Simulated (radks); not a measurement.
Results of a calculation; reference values are marked as such.
Ionisation of Lu, [Xe] 4f14 5d1 6s2, to Lu+, [Xe] 4f14 6s2, under several functionals. Non-relativistic Kohn-Sham, spin-polarised, spherical densities, point nucleus; open shells are filled with parallel spins first (spin-orbit coupling, left out, can overturn this in heavy ions); a radial shooting solver on a logarithmic mesh with Libxc functionals.

| functional | E(Lu) (hartree) | Exc (hartree) | IE (eV) | -e(HOMO) (eV) | <r> HOMO (bohr) | IE error (eV) |
|---|---|---|---|---|---|---|
| B86b exchange with PBE correlation | -13856.6210 | -287.4140 | 6.522 | 2.869 | 2.635 | +1.096 |
| TASK exchange with Perdew-Wang LDA correlation | -13853.8536 | -284.7400 | 6.200 | 2.758 | 2.546 | +0.774 |
| Wu-Cohen GGA | -13854.7152 | -285.4936 | 6.557 | 2.899 | 2.625 | +1.131 |
| XLYP | -13857.1570 | -287.9435 | 6.378 | 2.692 | 2.637 | +0.952 |
| PBE | -13855.5944 | -286.3771 | 6.503 | 2.855 | 2.636 | +1.077 |
| HCTH/407 | -13864.8624 | -296.0226 | 6.701 | 3.078 | 2.585 | +1.275 |
| BP86 | -13857.3162 | -288.1149 | 6.654 | 2.993 | 2.626 | +1.228 |
| LDA (Slater exchange, Perdew-Wang correlation) | -13848.2048 | -278.9283 | 6.729 | 3.024 | 2.609 | +1.303 |
| SOGGA | -13851.1977 | -281.9406 | 6.453 | 2.815 | 2.631 | +1.027 |
| Tao-Mo meta-GGA | -13854.0915 | -284.8471 | 6.413 | 2.781 | 2.630 | +0.987 |
| AM05 | -13848.3849 | -279.1115 | 6.527 | 2.876 | 2.614 | +1.101 |

NIST Atomic Spectra Database: 5.426 eV (measured). Closest: TASK exchange with Perdew-Wang LDA correlation. The Delta-SCF values span 0.53 eV, the total energies 16.66 hartree. The highest occupied level is 5d. Relativity is left out here, which matters for elements this heavy. Open shells are spherical and high-spin; term and fine-structure splittings are not resolved.
